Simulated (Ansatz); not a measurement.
Reaction (formal exchange of groups at the Si–O bond): `O[SiH]([SiH3])O[SiH3]` + `[AlH3]` → `[AlH2][SiH]([SiH3])O[SiH3]` + H₂O

Program: Ansatz. Geometries: PBE0-D4/def2-TZVP. ΔE: electronic, gas phase. CCSD(T)/CBS adds triple-zeta CCSD(T) − MP2 to the extrapolated MP2 energy (def2 sets, frozen cores). This one scheme is used for every species. DFT in def2-TZVPP. B3LYP here is the variant with VWN-RPA as its local correlation; programs differ in this. HSE06 is defined as in plane-wave codes. One conformer a species, not always the lowest.

(1) Is it downhill or uphill in electronic energy at CCSD(T)/CBS, and by how much? (Best estimate.)

(2) What do these levels give: PBE0-D4, B3LYP-D4, HSE06-D4, BHLYP-D4, PBE-QIDH, PBE, r2SCAN, CCSD/def2-SVP, HF/def2-TZVPP, CCSD(T)/def2-TZVPP, SCS-MP2/def2-QZVPP, HF/CBS(def2)? (Best estimate.)

Largest T1 diagnostic among the species: 0.013.

## Answers

(1) Ansatz gave: Uphill: ΔE = +24.3 kcal/mol.

(2) The calculation gave: PBE0-D4 21.1, B3LYP-D4 25.1, HSE06-D4 21.0, BHLYP-D4 26.9, PBE-QIDH 24.1, PBE 20.2, r2SCAN 24.7, CCSD/def2-SVP 24.2, HF/def2-TZVPP 30.6, CCSD(T)/def2-TZVPP 24.8, SCS-MP2/def2-QZVPP 27.2, HF/CBS(def2) 31.0 kcal/mol.

From PBE to PBE0 (25 % exact exchange), in def2-TZVPP and without D4, ΔE moves by +1.4 kcal/mol. In def2-TZVPP, CCSD(T) changes the Hartree–Fock value by −5.8 kcal/mol (the triples alone add −0.7 kcal/mol) and MP2 by −4.1 kcal/mol.
